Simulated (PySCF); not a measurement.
# RuFCl, quintet: structure and spectrum

Level of theory: PySCF, UPBE0, basis Ru def2-TZVP with ECP28, F def2-TZVP, Cl def2-TZVP (scalar-relativistic core potentials, no spin–orbit coupling, density fitting).

The structure is a minimum.

| Property | Result |
| --- | --- |
| Point group | C∞v |
| Bond lengths | Ru–Cl 2.224 Å, Ru–F 1.875 Å |
| Bond angles | Cl–Ru–F 180.0° |
| Highest occupied level (β) | -7.93 eV |
| Atomisation energy without zero-point energy | 822 kJ/mol |
| Zero-point energy | 7.3 kJ/mol |
| Rotational symmetry number | 1 |
| Rotational constants | 0.07383 cm⁻¹ |
| Entropy at 298.15 K and 1 bar (electronic part: spin only) | 294.8 J/(mol K) |
| Enthalpy at 298.15 K above 0 K | 13.76 kJ/mol |
| Spin squared ⟨S²⟩ | 6.008 |
| Lowest empty level (β) | -3.97 eV |
| Principal quadrupole moments (Buckingham, traceless) about the centre of mass | -12.33, 6.16, 6.16 D Å |
| Principal polarisabilities | 31.6, 31.6, 64.8 bohr³ |
| Heat capacity Cp at 298.15 K | 55.6 J/(mol K) |
| Dipole moment | 0.17 D |

Harmonic modes (masses in u: Ru 101.904, F 18.998, Cl 34.969):
```tsv
symmetry	ω (cm⁻¹)	IR (km/mol, summed over degenerate members)
π	96	25.8
σ+	396	36.7
σ+	638	189
```

In C∞v the vibrations span π + 2σ+.

Charges (e):
```tsv
atom	Mulliken	Löwdin	polar tensor	spin (Mulliken)	Mayer order to Ru1
Ru1	0.91	0.38	1.32	3.64	–
F2	-0.52	-0.34	-0.75	0.17	0.76
Cl3	-0.39	-0.04	-0.57	0.19	1.07
```

Mulliken populations on Ru1 (electrons outside its core potential): s 2.49, p 6.19, d 6.40, f 0.01.

Formally Ru is in oxidation state +2, d6, with 4 unpaired electrons (the high-spin count). The Mulliken spin on Ru is 3.64. The polar-tensor charge on Ru, 1.32, is below the formal one.

Only a few start shapes were tried, so a lower isomer may exist. Other spin states or occupations of the open shell can lie lower.

The final relaxation and frequency run took 14 s on 4 threads of a shared AMD EPYC 9R45 96-Core (Zen 5) host, with 108 basis functions and 9 gradients; the process peaked at 1.1 GiB.
